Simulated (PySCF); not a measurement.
BO, SMILES [B]=O (connectivity only; charge and spin as stated), charge +1, multiplicity 1. The structure is a stationary point at PBE-D3(BJ)/def2-TZVPD. The spin state was assumed, not searched.

These are PBE-D3(BJ)/def2-TZVPD in PySCF values and carry that method's errors.

Harmonic wavenumbers (cm⁻¹): 1873. Rotational constants (GHz): 53.95 (linear); symmetry number 1.

Task: Work out the zero-point energy and the ideal-gas rigid-rotor harmonic-oscillator thermochemistry at 298.15 K and 1 atm.

Result: ZPE = ½ Σ hcν = ½ × 1873 cm⁻¹ = 11.21 kJ/mol. H − E(el) = 19.88 kJ/mol. Entropy in J/(mol K): translation 149.76, rotation 47.78, vibration 0.01, total 197.55. G − E(el) = -39.01 kJ/mol. Cp = 29.18 J/(mol K).
